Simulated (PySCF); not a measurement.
# Chromium: a sound run and one with changed settings

Sound run: Cr²⁺ [Ar] 3d4, Cr³⁺ [Ar] 3d3. Computed with PySCF 2.14 in cc-pVDZ-DK, with scalar relativity by spin-free X2C-1e. In the sound run the correlated levels freeze [Ar]. The sound run starts from symmetry-adapted Hartree-Fock orbitals and uses a fine grid where one is needed.

Changed run: the non-relativistic Hamiltonian (point nucleus). This setting is unsound on purpose.

```json
{"species": "Cr²⁺", "method": "UHF", "sound run (hartree)": "-1048.87898", "changed run (hartree)": "-1039.83461", "converged": "yes"}
{"species": "Cr²⁺", "method": "BP86", "sound run (hartree)": "-1050.03298", "changed run (hartree)": "-1040.99260", "converged": "yes"}
{"species": "Cr²⁺", "method": "PBE", "sound run (hartree)": "-1049.65548", "changed run (hartree)": "-1040.61516", "converged": "yes"}
{"species": "Cr²⁺", "method": "MP2", "sound run (hartree)": "-1048.91035", "changed run (hartree)": "-1039.86576", "converged": "yes"}
{"species": "Cr³⁺", "method": "UHF", "sound run (hartree)": "-1047.77925", "changed run (hartree)": "-1038.72897", "converged": "yes"}
{"species": "Cr³⁺", "method": "BP86", "sound run (hartree)": "-1048.86700", "changed run (hartree)": "-1039.82057", "converged": "yes"}
{"species": "Cr³⁺", "method": "PBE", "sound run (hartree)": "-1048.48817", "changed run (hartree)": "-1039.44184", "converged": "yes"}
{"species": "Cr³⁺", "method": "MP2", "sound run (hartree)": "-1047.78984", "changed run (hartree)": "-1038.73949", "converged": "yes"}
```

Ionisation energy of Cr²⁺:

```tsv
method	sound run (eV)	changed run (eV)
UHF	29.925	30.086
BP86	31.728	31.892
PBE	31.764	31.928
MP2	30.491	30.647
SCS-MP2	30.114	30.273
```

Most of the change in total energy is the relativistic energy itself. On top of that the contraction fixes the core shape for the Hamiltonian it was made with, so the changed run is not a good calculation with the other Hamiltonian either.

For comparison, NIST gives 30.959 ± 0.025 eV between the lowest levels.
